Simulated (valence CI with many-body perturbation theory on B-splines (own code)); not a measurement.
E1 line list for Rh XXXII

Computed by valence CI with perturbative core correlation (CI+MBPT): four valence electrons over a frozen Dirac-Fock core [Ne], radial functions for each j: 11 s, 11 p, 10 d, 8 f, 5 g, 2 h, with the one-electron correlation potential Σ1 (screened to all orders), the two-electron term Σ2, the three-electron term Σ3, Breit, model QED; selected single and double excitations, second order for the rest, scaled by the run's own slope (own B-spline code, finite nucleus).

The last digits are not significant, and no measured levels were compared; by estimate large intervals hold to a few tenths of a per cent, small ones and those within an open d or f shell to about a per cent. Among the levels kept, up to 690 cm⁻¹ of a level comes from second order outside the variational space, and about a tenth of that is noise between levels of different J, which matters for small intervals.

Lines 101 to 150 of 544 in falling wavelength, among levels below 31.534 Ry, chosen from the strongest by gf and those to the six lowest levels. Wavelengths and rates use the calculated energies. Electric multipoles are in the length gauge, E1 and E2 with the static RPA response of the core. Weak lines are less certain than strong ones. Lines between different terms over intervals too small for the method are left out, as are lines whose strength nearly cancels. Where a level lies close to another of its J and parity, the split of strength between their lines is uncertain. The highest levels of a list are the least certain.

Levels are named by their leading jj configuration (3d3/2^4 stands for four electrons in 3d with j = 3/2), which in mixed levels can hold well under half, so a name can repeat and another be missing. Letters in brackets count levels of one name in rising energy.

```
λ vac (Å)                           Upper                           Lower   A (s⁻¹)  S (a.u.) with core polarisation  S without
    102.6   (3p1/2 3p3/2^2 3d5/2) J=3 [c]  (3s 3p1/2 3p3/2 3d5/2) J=3 [e]  1.58e+10                         5.90e-02   6.03e-02
    102.4       (3p1/2^2 3p3/2 3d5/2) J=3  (3s 3p1/2 3p3/2 3d3/2) J=2 [a]  1.54e+10                         5.72e-02   5.85e-02
    102.2  (3s 3p3/2 3d3/2 3d5/2) J=3 [d]          (3s 3p3/2^2 3d3/2) J=4  1.79e+10                         6.59e-02   6.74e-02
    102.1  (3s 3p1/2 3d3/2 3d5/2) J=3 [e]  (3s 3p1/2 3p3/2 3d3/2) J=2 [e]  1.81e+10                         6.68e-02   6.83e-02
    102.0  (3s 3p1/2 3p3/2 3d5/2) J=1 [c]          (3s^2 3p1/2 3d5/2) J=2  1.93e+10                         3.04e-02   3.11e-02
    102.0   (3p1/2 3p3/2^2 3d3/2) J=2 [d]  (3s 3p1/2 3p3/2 3d3/2) J=1 [d]  2.39e+10                         6.26e-02   6.41e-02
    101.9          (3s 3p1/2 3p3/2^2) J=0          (3s^2 3p1/2 3p3/2) J=1  3.12e+10                         1.63e-02   1.66e-02
    101.7   (3p1/2 3p3/2^2 3d5/2) J=2 [c]  (3s 3p1/2 3p3/2 3d5/2) J=1 [c]  2.45e+10                         6.37e-02   6.51e-02
    101.6  (3s 3p1/2 3d3/2 3d5/2) J=3 [e]  (3s 3p1/2 3p3/2 3d5/2) J=2 [c]  4.21e+10                         1.53e-01   1.56e-01
    101.4      (3s 3p1/2 3d5/2^2) J=1 [a]  (3s 3p1/2 3p3/2 3d3/2) J=0 [c]  3.23e+10                         5.00e-02   5.11e-02
    101.3          (3s 3p3/2^2 3d3/2) J=0          (3s^2 3p3/2 3d3/2) J=1  7.37e+10                         3.79e-02   3.88e-02
    101.1  (3s 3p3/2 3d3/2 3d5/2) J=2 [a]      (3s 3p3/2^2 3d3/2) J=1 [b]  3.30e+10                         8.42e-02   8.61e-02
    101.1       (3p1/2 3p3/2^2 3d3/2) J=3  (3s 3p1/2 3p3/2 3d5/2) J=4 [c]  1.87e+10                         6.67e-02   6.83e-02
    101.0          (3s 3p1/2 3d5/2^2) J=2  (3s 3p1/2 3p3/2 3d3/2) J=1 [c]  1.28e+10                         3.27e-02   3.34e-02
    100.6   (3p1/2 3p3/2^2 3d5/2) J=3 [c]  (3s 3p1/2 3p3/2 3d3/2) J=2 [e]  3.56e+10                         1.25e-01   1.28e-01
    100.6              (3s^2 3d5/2^2) J=4          (3s^2 3p3/2 3d5/2) J=3  6.50e+09                         2.94e-02   3.00e-02
    100.5          (3s 3p1/2 3d5/2^2) J=3  (3s 3p1/2 3p3/2 3d5/2) J=3 [c]  1.16e+10                         4.06e-02   4.15e-02
    100.4  (3s 3p1/2 3d3/2 3d5/2) J=3 [a]  (3s 3p1/2 3p3/2 3d3/2) J=2 [b]  1.57e+10                         5.49e-02   5.62e-02
    100.4  (3s 3p1/2 3d3/2 3d5/2) J=3 [d]  (3s 3p1/2 3p3/2 3d3/2) J=3 [b]  1.10e+10                         3.84e-02   3.92e-02
    100.4  (3s 3p3/2 3d3/2 3d5/2) J=2 [a]  (3s 3p1/2 3p3/2 3d5/2) J=2 [f]  1.37e+10                         3.43e-02   3.51e-02
    100.4  (3s 3p1/2 3p3/2 3d5/2) J=3 [e]          (3s^2 3p1/2 3d5/2) J=2  6.41e+10                         2.24e-01   2.29e-01
    100.3      (3s 3p3/2^2 3d3/2) J=2 [b]          (3s^2 3p3/2 3d5/2) J=2  2.98e+10                         7.42e-02   7.59e-02
    100.2      (3s 3p1/2 3d5/2^2) J=4 [b]  (3s 3p1/2 3p3/2 3d5/2) J=3 [e]  7.03e+10                         3.14e-01   3.21e-01
    100.1      (3s 3p1/2 3p3/2^2) J=2 [b]          (3s^2 3p1/2 3p3/2) J=2  2.63e+10                         6.51e-02   6.67e-02
    100.1   (3p1/2 3p3/2^2 3d5/2) J=3 [c]  (3s 3p1/2 3p3/2 3d5/2) J=2 [c]  2.77e+10                         9.59e-02   9.80e-02
    99.79   (3p1/2 3p3/2^2 3d5/2) J=2 [b]  (3s 3p1/2 3p3/2 3d5/2) J=3 [d]  3.93e+10                         9.63e-02   9.85e-02
    99.68      (3s 3p3/2^2 3d5/2) J=4 [b]          (3s^2 3p3/2 3d3/2) J=3  5.00e+10                         2.20e-01   2.25e-01
    99.67  (3s 3p3/2 3d3/2 3d5/2) J=2 [b]      (3s 3p3/2^2 3d3/2) J=1 [b]  1.94e+10                         4.74e-02   4.84e-02
    99.62  (3s 3p1/2 3p3/2 3d5/2) J=2 [d]          (3s^2 3p1/2 3d5/2) J=2  2.96e+10                         7.23e-02   7.40e-02
    99.52      (3s 3p1/2 3p3/2^2) J=1 [a]          (3s^2 3p1/2 3p3/2) J=1  3.52e+10                         5.14e-02   5.26e-02
    99.32  (3s 3p1/2 3p3/2 3d5/2) J=2 [e]          (3s^2 3p1/2 3d3/2) J=1  1.78e+10                         4.29e-02   4.39e-02
    99.28  (3s 3p1/2 3d3/2 3d5/2) J=2 [b]  (3s 3p1/2 3p3/2 3d3/2) J=2 [c]  1.66e+10                         4.00e-02   4.09e-02
    99.19  (3s 3p1/2 3d3/2 3d5/2) J=5 [b]  (3s 3p1/2 3p3/2 3d5/2) J=4 [d]  6.35e+10                         3.36e-01   3.44e-01
    99.16   (3p1/2 3p3/2^2 3d3/2) J=2 [a]  (3s 3p1/2 3p3/2 3d3/2) J=3 [a]  1.68e+10                         4.04e-02   4.14e-02
    99.12      (3s 3p3/2^2 3d5/2) J=3 [b]          (3s^2 3p3/2 3d3/2) J=3  5.77e+10                         1.94e-01   1.99e-01
    99.08          (3s^2 3d3/2 3d5/2) J=3          (3s^2 3p3/2 3d5/2) J=2  1.22e+10                         4.11e-02   4.20e-02
    99.05  (3s 3p1/2 3p3/2 3d5/2) J=3 [d]      (3s 3p1/2 3p3/2^2) J=2 [b]  5.55e+10                         1.86e-01   1.91e-01
    99.00  (3s 3p1/2 3p3/2 3d5/2) J=2 [c]      (3s 3p1/2 3p3/2^2) J=1 [b]  1.78e+10                         4.27e-02   4.37e-02
    98.98      (3s 3p3/2^2 3d5/2) J=2 [b]          (3s^2 3p3/2 3d5/2) J=2  1.83e+10                         4.38e-02   4.48e-02
    98.97  (3s 3p3/2 3d3/2 3d5/2) J=2 [b]  (3s 3p1/2 3p3/2 3d5/2) J=2 [f]  1.61e+10                         3.85e-02   3.94e-02
    98.86      (3s 3p3/2^2 3d3/2) J=1 [c]          (3s^2 3p3/2 3d3/2) J=2  7.36e+10                         1.05e-01   1.08e-01
    98.73      (3s 3p3/2^2 3d3/2) J=2 [b]                (3s 3p3/2^3) J=1  5.10e+10                         1.21e-01   1.24e-01
    98.59   (3p1/2 3p3/2^2 3d3/2) J=1 [b]  (3s 3p1/2 3p3/2 3d5/2) J=2 [c]  2.16e+10                         3.07e-02   3.14e-02
    98.49          (3s^2 3p3/2 3d3/2) J=1              (3s^2 3p3/2^2) J=2  1.59e+10                         2.24e-02   2.30e-02
    98.48  (3s 3p1/2 3p3/2 3d3/2) J=2 [e]      (3s 3p1/2 3p3/2^2) J=1 [b]  1.31e+10                         3.09e-02   3.17e-02
    98.43      (3s 3p1/2 3d5/2^2) J=4 [a]  (3s 3p1/2 3p3/2 3d5/2) J=3 [b]  1.24e+10                         5.24e-02   5.36e-02
    98.43  (3s 3p1/2 3p3/2 3d5/2) J=1 [a]      (3s 3p1/2 3p3/2^2) J=2 [a]  2.34e+10                         3.30e-02   3.37e-02
    98.23                (3s 3p3/2^3) J=1              (3s^2 3p3/2^2) J=0  2.43e+08                         3.41e-04   3.53e-04
    98.18           (3p1/2^2 3p3/2^2) J=2          (3s 3p1/2^2 3p3/2) J=2  1.32e+10                         3.09e-02   3.16e-02
    98.10  (3s 3p1/2 3d3/2 3d5/2) J=3 [b]  (3s 3p1/2 3p3/2 3d5/2) J=3 [a]  1.54e+10                         5.01e-02   5.12e-02
```
